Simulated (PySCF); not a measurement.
**Excitation energy of V²⁺ by level of theory**

V²⁺ [Ar] 3d3 (4F) → V²⁺ [Ar] 3d2 4p1 (high-spin determinant), as a difference of total energies. Calculation: PySCF 2.14, in aug-cc-pVTZ; the non-relativistic Hamiltonian (point nucleus). Correlated levels: valence: [Ar] frozen. The calculations carry no spin-orbit coupling.

| method | excitation energy (eV) |
| --- | --- |
| UHF | 10.381 |
| LDA | 10.946 |
| PBE | 10.755 |
| PBE0 | 10.844 |
| r2SCAN | 11.030 |
| B2PLYP | 10.740 |
| wB97X-V | 10.965 |
| r2SCAN0 | 11.045 |
| M06 | 11.329 |
| MP2 (valence) | 10.623 |
| SCS-MP2 (valence) | 10.462 |

Q: How much does correlation contribute at MP2 (valence)?

A: 10.623 − (10.381) = 0.242 eV, measured against UHF.

A first-order spin-orbit estimate (lowest level to lowest level, LS coupling) adds -0.029 eV.

The determinant of the upper state mixes LS terms, which raises its energy above the lowest term, most at the Hartree-Fock and MP2 levels.
